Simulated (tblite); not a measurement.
Species: C₆H₄ClF₃.
SMILES with atom numbers: `[CH2:1]=[C:2]([Cl:3])/[C:4]([F:5])=[CH:6]\[C:7]([F:8])=[CH:9]/[F:10]` (hydrogens: H11, H12 on C1; H13 on C6; H14 on C9)

Computed with GFN2-xTB (tblite), gas phase: Langevin dynamics at 300 K from the optimised GFN2-xTB geometry, time step 0.5 fs, friction 0.01 fs⁻¹, 2000 steps. The instantaneous temperature is 2·E(kin)/(3Nk) with all 3N coordinates.

```
t (fs)  T (K)  E(pot) above start (eV)  C1=C2 (Å)  C2–Cl3 (Å)  C2–C4 (Å)  C4–F5 (Å)  C4=C6 (Å)  C1–H11 (Å)  C1–C2–C4–F5 (°)
     0    232                    0.000      1.328       1.732      1.464      1.352      1.339       1.074               39
    25    189                    0.242      1.345       1.723      1.456      1.391      1.328       1.064               37
    50    193                    0.265      1.321       1.703      1.465      1.355      1.341       1.086               40
    75    202                    0.367      1.321       1.832      1.455      1.345      1.374       1.062               40
   100    276                    0.294      1.337       1.696      1.403      1.347      1.347       1.069               39
   125    201                    0.551      1.325       1.759      1.457      1.445      1.323       1.104               38
   150    282                    0.365      1.299       1.779      1.442      1.371      1.313       1.070               44
   175    306                    0.348      1.318       1.732      1.445      1.331      1.361       1.041               45
   200    345                    0.414      1.345       1.761      1.498      1.311      1.352       1.086               47
   225    419                    0.318      1.323       1.704      1.482      1.327      1.328       1.098               44
   250    310                    0.496      1.319       1.746      1.500      1.392      1.364       1.058               37
   275    272                    0.444      1.317       1.688      1.475      1.333      1.347       1.084               35
   300    254                    0.367      1.324       1.810      1.495      1.313      1.351       1.099               33
   325    306                    0.402      1.324       1.732      1.530      1.371      1.335       1.043               46
   350    266                    0.549      1.320       1.742      1.452      1.385      1.344       1.104               38
   375    449                    0.490      1.313       1.737      1.503      1.394      1.375       1.059               53
   400    390                    0.562      1.311       1.785      1.501      1.328      1.338       1.056               49
   425    262                    0.623      1.329       1.753      1.465      1.281      1.326       1.100               47
   450    362                    0.333      1.335       1.732      1.504      1.375      1.330       1.078               57
   475    290                    0.513      1.306       1.745      1.489      1.404      1.345       1.077               50
   500    315                    0.456      1.315       1.737      1.438      1.429      1.320       1.073               68
   525    322                    0.596      1.351       1.792      1.511      1.328      1.322       1.090               47
   550    367                    0.507      1.334       1.675      1.474      1.293      1.326       1.083               68
   575    353                    0.687      1.322       1.721      1.537      1.347      1.396       1.072               58
   600    326                    0.508      1.287       1.715      1.485      1.329      1.337       1.092               65
   625    341                    0.468      1.331       1.804      1.470      1.341      1.333       1.056               64
   650    332                    0.608      1.341       1.728      1.497      1.389      1.313       1.076               76
   675    282                    0.478      1.320       1.795      1.439      1.372      1.351       1.081               66
   700    364                    0.483      1.308       1.719      1.455      1.409      1.357       1.084               68
   725    337                    0.558      1.302       1.745      1.502      1.291      1.347       1.065               76
   750    414                    0.537      1.302       1.764      1.522      1.305      1.362       1.079               71
   775    404                    0.563      1.343       1.697      1.527      1.354      1.310       1.092               72
   800    329                    0.577      1.340       1.764      1.414      1.409      1.324       1.100               69
   825    317                    0.553      1.326       1.700      1.467      1.363      1.332       1.037               76
   850    305                    0.512      1.315       1.729      1.467      1.370      1.352       1.097               69
   875    207                    0.491      1.328       1.810      1.441      1.322      1.348       1.094               85
   900    240                    0.436      1.322       1.702      1.489      1.366      1.324       1.056               81
   925    272                    0.524      1.316       1.744      1.513      1.330      1.302       1.105               89
   950    295                    0.437      1.319       1.728      1.467      1.333      1.337       1.060               97
   975    370                    0.384      1.343       1.757      1.440      1.338      1.374       1.071               80
  1000    326                    0.590      1.314       1.742      1.469      1.398      1.317       1.113               84
```

Task: From 500 fs on, how do temperature and potential energy compare with equipartition?

Result: The mean temperature of these 21 frames is 325 K against the target 300 K, and the mean potential energy 0.52 eV against 36 × kT/2 = 0.47 eV for 36 classical harmonic modes. For 14 atoms in a canonical ensemble the temperature itself scatters by T·√(2/(3N)) = 65 K; here its standard deviation is 48 K. The whole run lasts only 10 friction times of 100 fs, so these averages carry a wide statistical error.

Task: What are the kinetic and total energies of the listed frame with the highest potential energy?

Result: The one at 575 fs, 0.687 eV above the start. Its kinetic energy is 3NkT/2 = 0.638 eV at 353 K, so the sum is 1.33 eV; over the listed frames the sum runs from 0.42 to 1.33 eV, since the thermostat adds and removes energy.

Task: How much do the listed bonds fluctuate from 500 fs on?

Result: 
```tsv
bond	at the start (Å)	mean (Å)	standard deviation (Å)
C1=C2	1.328	1.323	0.016
C2–Cl3	1.732	1.741	0.036
C2–C4	1.464	1.477	0.033
C4–F5	1.352	1.353	0.037
C4=C6	1.339	1.337	0.022
C1–H11	1.074	1.080	0.018
```

The motion is classical and holds no zero-point motion.

The cost below is that of the whole dynamics run. Hardware: one thread of an AMD EPYC, no GPU, shared host. Cost: 55 s, 0.18 GiB resident at most.
